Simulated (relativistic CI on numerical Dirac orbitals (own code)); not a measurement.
# Hyperfine structure of Si2+, mass number 29

Method of calculation: Dirac-Coulomb-Breit CI, separate exchange-only KLI orbitals for each configuration, model QED, valence Slater integrals scaled by 0.85, P86 correlation energy added to each configuration (own radial code, finite nucleus).

Configurations in the expansion (outside the closed core [Ne]): 3s2, 3s 3p, 3p2, 3s 3d, 3d2, 3s 4s, 3p 3d, 3p 4s, 3s 4p, 3s 4d, 3s 5s, 3s 4f, 3s 5p, 3d 4s, 3s 5d, 3s 5f. Levels of other configurations are missing.

Nuclear spin I = 1/2, μ = -0.55505 μN (tables of Stone and Pyykkö). The electronic factors are computed for point nuclear moments, without core polarisation; leaving it out makes A of s and p electrons in near-neutral atoms 20 to 40 % too small, and it can dominate for d and f shells.

| Level | E (cm⁻¹) | A (MHz) |
| --- | --- | --- |
| 3s 3p 3P°_1 | 51095.9 | -1711 |
| 3s 3p 3P°_2 | 51345.1 | -1442 |
| 3s 3p 1P°_1 | 80547.9 | -312 |
| 3p2 1D_2 | 121611.0 | -279.3 |
| 3p2 3P_1 | 128165.7 | 4.398 |
| 3p2 3P_2 | 128413.7 | -235 |
| 3s 3d 3D_3 | 142557.9 | -903.1 |
| 3s 3d 3D_2 | 142562.2 | -464.4 |

Levels with J = 0, under 50 % of one LS term, or S terms without an open s electron are left out. Small factors come from cancelling terms and can be off by tens of per cent or more.

Correlation outside the listed configurations is missing or only estimated: errors of thousands of cm⁻¹ between configurations and terms are usual at this charge. Rates and lifetimes follow the computed energies and can be off by large factors. The fine structure of a lone outer electron comes out too small, for d and f at times inverted, and misplaced configurations move strength between like terms. 55 of the 68 excited levels that our extract of the measured tables holds in this range could be paired (the sources list more); they are missed by 1204 cm⁻¹ on average and 3957 at most, and levels without a partner can miss by more.

Q: Give the hyperfine levels of 3s 3p 3P°_1 relative to its centre of gravity.

A: With K = F(F + 1) − I(I + 1) − J(J + 1), E = AK/2: F = 1/2: 1711, F = 3/2: -855.6 MHz.
